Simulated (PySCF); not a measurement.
The multiplicity is imposed and other spin states were not computed.

Cartesian coordinates (Å):
```xyz
12

Zn     0.1598    -0.0006     0.0131
O     -0.2221     0.6994    -1.5813
H      0.2847     0.2648    -2.2918
N      0.3470    -0.5101     1.7516
C      1.4955    -0.1016     2.5274
C     -0.2727    -1.7179     2.2462
H      1.2148     0.0802     3.5958
H      2.3258    -0.8577     2.5504
H      1.9262     0.8471     2.1441
H      0.4037    -2.6145     2.2440
H     -0.6119    -1.5907     3.3056
H     -1.1722    -1.9839     1.6523
```
Charge 0, spin multiplicity 1.

Task: Predict the HOMO, LUMO, dipole moment, HOMO–LUMO gap, charge on the central atom (Mulliken), total energy and charge on the central atom (meta-Löwdin) from PySCF 2.14.0 with TPSSh-D3(BJ)/def2-TZVP // PBE-D3(BJ)/def2-SVP.

Result: 
```yaml
HOMO: -5.25 eV
LUMO: -1.10 eV
dipole_moment: 1.90 D
HOMO–LUMO gap: 4.15 eV
charge on the central atom (Mulliken): 0.38 e
total_energy: -1989.8949 Ha
charge on the central atom (meta-Löwdin): 1.19 e
```
